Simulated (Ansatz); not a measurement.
Input and output for Zr₃O₇H₂.

```yaml
crystal:
  periodic: [false, false, false]
  atoms:
    - {symbol: Zr, position_ang: [-1.394951, 1.556410, 0.109615]}
    - {symbol: Zr, position_ang: [0.688449, -0.577071, -0.974618]}
    - {symbol: Zr, position_ang: [-0.285431, -0.744468, 1.910223]}
    - {symbol: O, position_ang: [-1.932338, 3.212567, 0.286238]}
    - {symbol: O, position_ang: [0.591637, 0.618699, 0.706145]}
    - {symbol: O, position_ang: [-0.328676, 1.106377, -1.756785]}
    - {symbol: O, position_ang: [2.270281, -1.059547, -1.960496]}
    - {symbol: O, position_ang: [-1.252195, -0.026745, -1.542491]}
    - {symbol: O, position_ang: [-1.870276, 0.266518, 1.653627]}
    - {symbol: O, position_ang: [0.098522, -1.897157, 0.362988]}
    - {symbol: H, position_ang: [3.031246, -1.362960, -2.455405]}
    - {symbol: H, position_ang: [0.383723, -1.092634, 3.660960]}
basis:
  gaussian: {orbitals: def2-mTZVPP}
magnetization: {spin_polarized: true, initial_magnetization: 0}
hamiltonian: {xc: {name: revPBE}, dispersion: d3bjatm}
scf: {lower_state_search: light}
output: {forces: true}
```

```sh
$ ansatz run in.yaml --threads 4 --pin off --events-out ev --progress --plain --max-ram 4787MiB
```

It prints (some lines left out):

```
Functional definition: revPBE
2136 factors; their error is unknown
mean field evaluation 1: about -18176.6469 eV, gradient 1.1e2 eV
mean field evaluation 2: about -17526.4057 eV, gradient 3.5e2 eV
mean field evaluation 4: about -18200.4587 eV, gradient 7.5e1 eV
mean field evaluation 8: about -18220.5800 eV, gradient 4.8e0 eV
mean field evaluation 16: about -18220.6593 eV, gradient 7.9e-2 eV
mean field -18220.65933428 eV, -669.5968801284 hartree, gradient 2.0e-5 eV, S^2 0.000000; 0 other end points of the search recorded, 0 dependent functions left out
reference -18220.65945625 eV, -669.5968846105 hartree; 47, 47 occupied and 230, 230 virtual orbitals, 2136 factors
Total energy: -18221.56693584 eV, -669.6302338703 hartree
Atom 0 at    -1.394951     1.556410     0.109615 Å, force     0.397569    -1.153979    -0.113592 eV/Å
Atom 1 at     0.688449    -0.577071    -0.974618 Å, force    -0.006986    -0.014264     0.131213 eV/Å
Atom 2 at    -0.285431    -0.744468     1.910223 Å, force     0.352344    -0.285471     0.619569 eV/Å
Atom 3 at    -1.932338     3.212567     0.286238 Å, force    -0.523561     1.588475     0.159496 eV/Å
Atom 4 at     0.591637     0.618699     0.706145 Å, force     0.739391     0.785320     0.323894 eV/Å
Atom 5 at    -0.328676     1.106377    -1.756785 Å, force     0.487650     1.079247    -0.680304 eV/Å
Atom 6 at     2.270281    -1.059547    -1.960496 Å, force     0.559089    -0.086508    -0.337035 eV/Å
Atom 7 at    -1.252195    -0.026745    -1.542491 Å, force    -1.136412    -0.787621    -0.386883 eV/Å
Atom 8 at    -1.870276     0.266518     1.653627 Å, force    -1.053745     0.152486     0.421526 eV/Å
Atom 9 at     0.098522    -1.897157     0.362988 Å, force    -0.136527    -1.115008    -0.076671 eV/Å
Atom 10 at     3.031246    -1.362960    -2.455405 Å, force     0.279299    -0.146921    -0.191699 eV/Å
Atom 11 at     0.383723    -1.092634     3.660960 Å, force     0.041890    -0.015757     0.130486 eV/Å
Dipole moment:     0.606773    -0.868185    -0.558381 e Å
```

It took 15 s on 4 threads of Arm Neoverse V1 on a shared host.

In the def2 sets Zr takes a core potential; there is no spin–orbit coupling.
